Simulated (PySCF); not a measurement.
# Deuteron quadrupole couplings in `C=CC(=C)[SiH2]S[SiH2]Cl`

Species: C4H9ClSSi2.
Numbering: `[CH2:1]=[CH:2][C:3](=[CH2:4])[SiH2:5][S:6][SiH2:7][Cl:8]` (hydrogens: H9, H10 on C1; H11 on C2; H12, H13 on C4; H14, H15 on Si5; H16, H17 on Si7)

Geometry (GFN2-xTB, Å), atoms numbered from 1 in this order:
```xyz
17
C4H9ClSSi2 angstrom
C     -1.9716   -0.9774    0.8835
C     -1.7144   -0.3464   -0.2554
C     -0.7205    0.7038   -0.4265
C     -0.5217    1.2317   -1.6378
Si     0.3053    1.3157    1.0407
S      1.5562   -0.2832    1.8146
Si     2.2401   -1.3022    0.0641
Cl     3.0358   -0.0311   -1.2796
H     -1.4418   -0.7553    1.7953
H     -2.7215   -1.7483    0.9425
H     -2.2678   -0.6115   -1.1499
H     -1.0798    0.9039   -2.5025
H      0.2038    2.0077   -1.8119
H     -0.4850    1.6909    2.2048
H      1.2017    2.3812    0.6037
H      3.2624   -2.1976    0.5682
H      1.1115   -1.9699   -0.5649
```

Level: PBE0/pcSseg-1 (PySCF, non-relativistic); Q(2H) = 0.00286 b; rigid geometry, the same for H and D, with no vibrational averaging.

Question: Rank these positions by the coupling χzz of a deuteron there, largest first.
A. H13 (vinylic hydrogen)
B. H11 (vinylic hydrogen)
C. H14 (Si–H hydrogen)

Answer: A (224 kHz), B (213 kHz), C (112 kHz).

Give the electric field gradient Vzz (the principal value of largest size), its asymmetry and the 2H coupling at each hydrogen.

```csv
atom,bonded to,bond length (Å),Vzz (au),η,χzz (kHz)
H9,C1,1.078,0.3307,0.08,222
H10,C1,1.077,0.3365,0.05,226
H11,C2,1.085,0.3176,0.07,213
H12,C4,1.080,0.3287,0.05,221
H13,C4,1.076,0.3335,0.05,224
H14,Si5,1.456,0.1670,0.01,112
H15,Si5,1.459,0.1642,0.02,110
H16,Si7,1.449,0.1686,0.02,113
H17,Si7,1.454,0.1653,0.02,111
```

Average by the element that carries the hydrogen.

on C: 221 kHz over 5 positions, mean bond length 1.079 Å; on Si: 112 kHz over 4 positions, mean bond length 1.455 Å.

How does χzz go with the bond length over the 5 C–H bonds?

A straight-line fit has a slope of -13.9 kHz for each 0.01 Å, with a correlation coefficient of -0.97, over lengths from 1.076 to 1.085 Å. The longer bonds have the smaller couplings here.

One conformer (not necessarily the lowest) at the GFN2-xTB geometry, without solvent, vibrations or thermal averaging. GFN2-xTB bond lengths can be off by several hundredths of an ångström, more for odd bonds, and the gradients follow them. With so small a basis the couplings can be 20 % off.
